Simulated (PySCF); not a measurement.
C₇H₈F₂.
Geometry (GFN2-xTB, Å), atoms numbered from 1 in this order:
```
atom  x, y, z in Å
C1     2.3164    0.2295   -0.0748
C2     0.8255    0.2443   -0.0319
C3     0.0839    1.3413   -0.2066
C4    -1.3570    1.2786   -0.1320
F5    -2.0021    2.4664   -0.1527
C6    -2.0357    0.1357   -0.0740
C7    -1.3008   -1.1666   -0.1076
C8     0.1538   -1.0545    0.3446
F9     0.2009   -1.1594    1.7377
H10    2.7074   -0.1475    0.8702
H11    2.7118    1.2259   -0.2493
H12    2.6647   -0.4337   -0.8673
H13    0.5285    2.3029   -0.4117
H14   -3.1125    0.1170   -0.0453
H15   -1.8011   -1.8948    0.5345
H16   -1.3239   -1.5577   -1.1302
H17    0.7332   -1.9155   -0.0135
```

The calculation used TDDFT B3LYP/def2-SVPD, vertical, gas phase, core orbitals frozen in the response (PySCF 2.14.0, density-fitted response routines).

Computed states:

| state | E (eV) | f |
| --- | --- | --- |
| S1 | 4.65 | 0.166 |
| S2 | 5.88 | 0.0032 |
| S3 | 6.43 | 0.051 |
| S4 | 6.47 | 0.0083 |
| S5 | 6.47 | 0.0016 |
| S6 | 6.71 | 0.0042 |
| S7 | 6.80 | 0.0019 |
| S8 | 6.96 | 0.025 |

Each state is given a Gaussian of 0.4 eV full width at half maximum, with ε(max) = 2.175×10⁸ f / Δν̃ (Δν̃ the width in cm⁻¹). The cross-section is σ = 3.8235×10⁻²¹ ε cm², given in Mb (10⁻¹⁸ cm²). The width is an assumption, not a result. The curve ends short of the highest state used, and states not computed would add to its high-energy end.

Question: Give the broadened spectrum and its maxima.

Answer: 
| λ (nm) | σ (Mb) |
| --- | --- |
| 195.1 | 13.88 |
| 197.1 | 10.67 |
| 199.1 | 7.25 |
| 201.1 | 4.45 |
| 203.1 | 2.60 |
| 205.2 | 1.56 |
| 207.2 | 1.13 |
| 209.2 | 0.97 |
| 211.2 | 0.89 |
| 213.2 | 0.79 |
| 215.3 | 0.64 |
| 217.3 | 0.48 |
| 219.3 | 0.33 |
| 221.3 | 0.21 |
| 223.3 | 0.12 |
| 225.3 | 0.07 |
| 227.4 | 0.03 |
| 229.4 | 0.02 |
| 231.4 | 0.01 |
| 233.4 | 0.02 |
| 235.4 | 0.06 |
| 237.5 | 0.15 |
| 239.5 | 0.35 |
| 241.5 | 0.75 |
| 243.5 | 1.47 |
| 245.5 | 2.69 |
| 247.6 | 4.71 |
| 249.6 | 7.52 |
| 251.6 | 11.29 |
| 253.6 | 15.98 |
| 255.6 | 21.37 |
| 257.6 | 27.08 |
| 259.7 | 32.83 |
| 261.7 | 37.51 |
| 263.7 | 40.88 |
| 265.7 | 42.59 |
| 267.7 | 42.50 |
| 269.8 | 40.57 |
| 271.8 | 37.29 |
| 273.8 | 33.00 |
| 275.8 | 28.18 |
| 277.8 | 23.26 |
| 279.8 | 18.57 |
| 281.9 | 14.18 |
| 283.9 | 10.63 |
| 285.9 | 7.75 |
| 287.9 | 5.50 |
| 289.9 | 3.80 |
| 292.0 | 2.51 |
| 294.0 | 1.65 |
| 296.0 | 1.06 |
| 298.0 | 0.67 |
| 300.0 | 0.41 |
| 302.1 | 0.24 |
| 304.1 | 0.14 |
| 306.1 | 0.08 |

Maxima: 267 nm (4.65 eV), ε about 11000, made up of S1 (100%) (ε in L mol⁻¹ cm⁻¹; maxima over ε = 5, shares over 10%). At its high-energy end, 6.36 eV, the curve is still rising (ε about 3700, from S3 and S4).

Question: On this curve, what absorbance would a 10⁻⁵ mol/L sample give at 222 nm over a 1 cm path?

Answer: 222 nm is 5.585 eV, where ε is about 46 L mol⁻¹ cm⁻¹, so A = ε c l ≈ 0.00046 (Beer–Lambert, with the gas-phase spectrum and the assumed width).

Question: What would ε be at 4.65 eV, the highest of these maxima, with half the width (0.2 eV)?

Answer: About 22400 L mol⁻¹ cm⁻¹ against 11200, a factor of about 2.00; a lone state at its own centre would give exactly 2.

Question: Coming from long wavelengths, where does ε first pass 100 L mol⁻¹ cm⁻¹?

Answer: At about 300 nm (4.13 eV), 0.52 eV below S1.

One conformer stands for the species.
